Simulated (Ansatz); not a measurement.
Correlation energies of the Sn atom by basis set

Total charge 0; spin multiplicity 3. Correlated methods include outer-core shells of Sn, which these sets cover unevenly. Sn: def2 effective core potential. A free atom. Frozen core, unrestricted reference, Ansatz 0.2.0.

| basis | HF (Eh) | MP2 corr. |
| --- | --- | --- |
| def2-SVP | -213.33613 | -0.05614 |
| def2-TZVPP | -213.33992 | -0.26463 |
| def2-QZVPP | -213.34066 | -0.47286 |

Q: Estimate the CCSD correlation energy and the (T) correction in each basis where they were run (hartree).

A: 
```csv
basis,CCSD corr.,(T)
def2-SVP,-0.07066,-0.00151
def2-TZVPP,-0.26158,-0.00599
def2-QZVPP,-0.44201,-0.00983
```
